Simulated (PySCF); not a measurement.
**Bond length, frequency and bond energy of KBr by level of theory**

State: ¹Σ⁺ (singlet), closed shell. Set-up: K pcseg-1, Br pcseg-1; no relativity (PySCF 2.14). De refers to K + Br in their high-spin ground configurations, without counterpoise correction. A positive dipole means K(−)Br(+).

```tsv
Level	Re (Å)	ωe (cm⁻¹)	De (eV)	μ (D)	CPU s a point (SCF and correlation, without the integrals)
RHF	2.892	217	3.11	-11.15	0.047
RHF-MP2	2.863	220	3.84	n/a	0.083
RHF-SCS-MP2	2.870	219	3.77	n/a	n/a
RHF-CCSD	2.871	218	3.71	n/a	n/a
RHF-CCSD(T)	2.869	219	3.73	n/a	1.1
PBE	2.806	225	3.95	-9.57	0.58
revPBE	2.831	217	3.84	-9.73	0.45
TPSS	2.812	225	4.13	-9.86	0.84
r²SCAN	2.816	227	4.16	-10.18	0.76
PBE0	2.808	228	3.98	-10.07	1.1
MN15	2.804	227	3.97	-10.21	0.88
LC-ωPBE	2.812	228	4.07	-10.48	0.87
```

(1) Which functional lies closest to RHF-CCSD(T) in De, which farthest, and by how much do they differ from it?

(2) What does a quarter of exact exchange do here, going from PBE to PBE0?

(3) What does the step from GGA to meta-GGA do here, going from PBE to r²SCAN?

Correlated steps freeze 14 core orbitals. Correlated levels converge slowly with the basis: in double zeta they bind strong bonds too weakly, by up to about 1 eV, and carry superposition errors of some tenths. Where the molecule has an RHF reference, its open-shell atoms are computed with UHF.

The whole job (state search and all levels along the bond) took about 1.6 min on 1 thread of Arm Neoverse V2 (shared host), peak memory 0.56 GiB.

## Answers

(1) Closest is revPBE (-3.8 pm in Re, -0.9 % in ωe, +0.11 eV in De against RHF-CCSD(T) in the same basis), farthest r²SCAN (-5.3 pm in Re, +3.7 % in ωe, +0.43 eV in De). CCSD(T) converges more slowly with the basis than the functionals do and binds too weakly in this one, so the order can change at the basis-set limit.

(2) PBE0 less PBE: +0.2 pm in Re, +1.3 % in ωe, +0.03 eV in De. Exact exchange removes part of the self-interaction that spreads semilocal densities, and in most molecules shortens and stiffens the bond and lowers De; here Re and De go the other way.

(3) r²SCAN less PBE: +1.0 pm in Re, +0.9 % in ωe, +0.21 eV in De.
